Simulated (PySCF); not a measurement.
## NMR data sheet: C7H6ClOP

```yaml
Formula: C7H6ClOP
SMILES: CC(=O)c1pcccc1Cl
Point_group_of_the_computed_structure: C1
Carbon_signals: 7
Proton_signals: 4
```

Molfile (atoms numbered from 1):
```
C7H6ClOP
     RDKit          3D

 16 16  0  0  0  0  0  0  0  0999 V2000
   -2.6653    0.0979   -0.7187 C   0  0  0  0  0  0  0  0  0  0  0  0
   -1.7628   -0.6390    0.2405 C   0  0  0  0  0  0  0  0  0  0  0  0
   -2.1986   -1.4916    0.9788 O   0  0  0  0  0  0  0  0  0  0  0  0
   -0.2765   -0.3910    0.2136 C   0  0  0  0  0  0  0  0  0  0  0  0
    0.6488   -1.8847    0.2548 P   0  0  0  0  0  0  0  0  0  0  0  0
    2.2651   -1.2732    0.2088 C   0  0  0  0  0  0  0  0  0  0  0  0
    2.6201    0.0730    0.1870 C   0  0  0  0  0  0  0  0  0  0  0  0
    1.6895    1.1055    0.1951 C   0  0  0  0  0  0  0  0  0  0  0  0
    0.3107    0.8735    0.2019 C   0  0  0  0  0  0  0  0  0  0  0  0
   -0.6878    2.3052    0.2672 Cl  0  0  0  0  0  0  0  0  0  0  0  0
   -2.1247    0.5936   -1.5345 H   0  0  0  0  0  0  0  0  0  0  0  0
   -3.2331    0.8621   -0.1674 H   0  0  0  0  0  0  0  0  0  0  0  0
   -3.3862   -0.6294   -1.1178 H   0  0  0  0  0  0  0  0  0  0  0  0
    3.0674   -2.0188    0.2077 H   0  0  0  0  0  0  0  0  0  0  0  0
    3.6805    0.3435    0.1712 H   0  0  0  0  0  0  0  0  0  0  0  0
    2.0318    2.1417    0.2054 H   0  0  0  0  0  0  0  0  0  0  0  0
  1  2  1  0
  2  3  2  0
  2  4  1  0
  4  5  1  0
  5  6  2  0
  6  7  1  0
  7  8  2  0
  8  9  1  0
  9 10  1  0
  9  4  2  0
  1 11  1  0
  1 12  1  0
  1 13  1  0
  6 14  1  0
  7 15  1  0
  8 16  1  0
M  END
```

[PySCF 2.14: GIAO CAM-B3LYP/pcSseg-1 shieldings; PBE0-D3(BJ)/def2-SVP geometry; fast rotation and ring inversion assumed for equivalent nuclei; no solvent model; non-relativistic; a single conformation]

Shifts are taken against calculated references (same method and geometry level): TMS for 1H (σref 31.33) and 13C (σref 182.45); H3PO4 for 31P (σref 299.17); H2O for 17O (σref 338.55).

| carbon | δC, type | δH (multiplicity) | HMBC from (2–3 bonds) | span of the C tensor (ppm) |
| --- | --- | --- | --- | --- |
| C1 | 32.3, CH3 | 2.59 (s) | – | 46 |
| C2 | 209.2, C | – | H11/H12/H13 | 212 |
| C4 | 185.2, C | – | H14, H16, H11/H12/H13 | 282 |
| C6 | 169.8, CH | 8.80 (m) | H15, H16 | 342 |
| C7 | 145.3, CH | 7.84 (m) | H14, H16 | 249 |
| C8 | 140.5, CH | 7.53 (m) | H14, H15 | 202 |
| C9 | 151.5, C | – | H15, H16 | 191 |

Other nuclei:
```
atoms  nucleus                                     environment  δ (ppm)  σ (ppm)
   P5      31P  phosphorus bonded to 2 C, in a 6-membered ring    277.4     21.8
   O3      17O                                   ketone oxygen    717.7   -379.2
```

1. δC 209.2: ketone carbonyl carbon; the double bond to the heteroatom, with no lone-pair donor beside it, deshields it most.
2. δC 185.2: substituted aromatic carbon.
3. δC 169.8, 145.3, 140.5: aromatic CH.
4. δC 151.5: aromatic carbon bearing chlorine.
5. δH 8.80, 7.84, 7.53: hydrogen on an aromatic CH; it sits in the deshielding region of the aromatic ring current.

Carbons that carry Cl, above all several Cl atoms, come out too deshielded, partly because spin–orbit coupling is missing. Splittings by 31P in the carbon and heteronuclear signals aren't shown, as no couplings were computed. Shifts are as computed, not scaled to solution data. Of 1313 compounds with measured shifts, 239 miss one by over three times the rms of a fit or turn the order of signals round; such compounds aren't used in these exercises. Unscaled 17O shifts of doubly bonded oxygen tend to come out too high, by tens of ppm or more. Experimental scales use liquid or dissolved standards, which lie at an offset from isolated H2O (liquid H2O: subtract about 36 ppm) and H3PO4. No couplings were computed; multiplicities are counted from neighbouring protons, with m where these are inequivalent, close in shift, in a saturated or five-membered ring or joined by F or P, and br s for small geminal =CH2 splittings.
